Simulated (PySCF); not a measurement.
Species: 1,1,1,2,2,3,3,4-octafluorobutane, C₄H₂F₈.
Numbering: `[F:1][CH2:2][C:3]([F:4])([F:5])[C:6]([F:7])([F:8])[C:9]([F:10])([F:11])[F:12]` (hydrogens: H13, H14 on C2)

The same species was optimised twice, with GFN2-xTB and with PBE0-D3(BJ)/def2-SVP (PySCF), and the same property calculations (PySCF, gas phase) were run on both structures.

```csv
coordinate,GFN2-xTB,PBE0-D3(BJ)/def2-SVP,change
C2–C3 (Å),1.535,1.520,-0.015
C3–C6 (Å),1.557,1.542,-0.015
C6–C9 (Å),1.557,1.546,-0.011
C6–F7 (Å),1.349,1.341,-0.008
C3–F4 (Å),1.348,1.342,-0.006
C6–F8 (Å),1.349,1.344,-0.005
C9–F10 (Å),1.327,1.323,-0.004
C9–F12 (Å),1.327,1.323,-0.004
C9–F11 (Å),1.329,1.325,-0.004
C3–F5 (Å),1.348,1.346,-0.002
F1–C2 (Å),1.356,1.357,+0.001
F7–C6–F8 (°),106.6,108.5,+1.9
F4–C3–F5 (°),106.6,108.2,+1.6
C6–C9–F11 (°),110.0,108.7,-1.3
C2–C3–F4 (°),111.2,110.0,-1.2
C3–C6–C9 (°),114.7,115.8,+1.1
C2–C3–C6 (°),110.4,111.4,+1.0
F11–C9–F12 (°),107.9,108.9,+1.0
C2–C3–F5 (°),111.2,110.2,-1.0
F1–C2–C3–F4 (°),-59,-53,+6
C2–C3–C6–F7 (°),58,67,+9
C3–C6–C9–F10 (°),61,67,+6
```

Rotational constants: A = 1625, B = 673.3, C = 637.7 MHz (GFN2-xTB) against A = 1651, B = 678.8, C = 649.3 MHz (PBE0-D3(BJ)/def2-SVP). Point groups within 0.08 Å: Cs and C1.

On the GFN2-xTB structure: HOMO (eV) -10.04 [PBE0/pcSseg-1]; LUMO (eV) 0.71 [PBE0/pcSseg-1]; dipole (D) 1.88 [PBE0/pcSseg-1]; GIAO shielding of F1 (ppm) 455.9 [PBE0/pcSseg-1]; GIAO shielding of C2 (ppm) 103.9 [PBE0/pcSseg-1]; GIAO shielding of C3 (ppm) 64.6 [PBE0/pcSseg-1]; GIAO shielding of F4/F5 (mean) (ppm) 315.2 [PBE0/pcSseg-1]; GIAO shielding of C6 (ppm) 70.1 [PBE0/pcSseg-1]; GIAO shielding of F7/F8 (mean) (ppm) 317.9 [PBE0/pcSseg-1]; GIAO shielding of C9 (ppm) 59.7 [PBE0/pcSseg-1]; GIAO shielding of F10/F11/F12 (mean) (ppm) 263.7 [PBE0/pcSseg-1].

What do these properties become on the PBE0-D3(BJ)/def2-SVP structure?

```tsv
property	level	on GFN2-xTB	on PBE0-D3(BJ)/def2-SVP	change
HOMO (eV)	PBE0/pcSseg-1	-10.04	-10.03	+0.01
LUMO (eV)	PBE0/pcSseg-1	0.71	0.79	+0.08
dipole (D)	PBE0/pcSseg-1	1.88	1.84	-0.04
energy, GFN2-xTB geometry as zero (kcal/mol)	PBE0/pcSseg-1	0.0	-0.8	-0.8
GIAO shielding of F1 (ppm)	PBE0/pcSseg-1	455.9	455.2	-0.7
GIAO shielding of C2 (ppm)	PBE0/pcSseg-1	103.9	104.5	+0.6
GIAO shielding of C3 (ppm)	PBE0/pcSseg-1	64.6	66.7	+2.1
GIAO shielding of F4/F5 (mean) (ppm)	PBE0/pcSseg-1	315.2	319.4	+4.2
GIAO shielding of C6 (ppm)	PBE0/pcSseg-1	70.1	72.1	+2.0
GIAO shielding of F7/F8 (mean) (ppm)	PBE0/pcSseg-1	317.9	323.0	+5.1
GIAO shielding of C9 (ppm)	PBE0/pcSseg-1	59.7	60.9	+1.2
GIAO shielding of F10/F11/F12 (mean) (ppm)	PBE0/pcSseg-1	263.7	269.0	+5.3
```

The heavy atoms differ by 0.117 Å rms after alignment. Among bonds between heavy atoms C2–C3 and C3–C6 change most and about equally (-0.015 Å). Changes are differences of the printed values. Neither structure is proved a minimum here.

Shape of the structure used: `[F:1][CH2:2][C:3]([F:4])([F:5])[C:6]([F:7])([F:8])[C:9]([F:10])([F:11])[F:12]`: F1–C2–C3–F4 -53°, C2–C3–C6–F7 67°, C3–C6–C9–F10 67°.
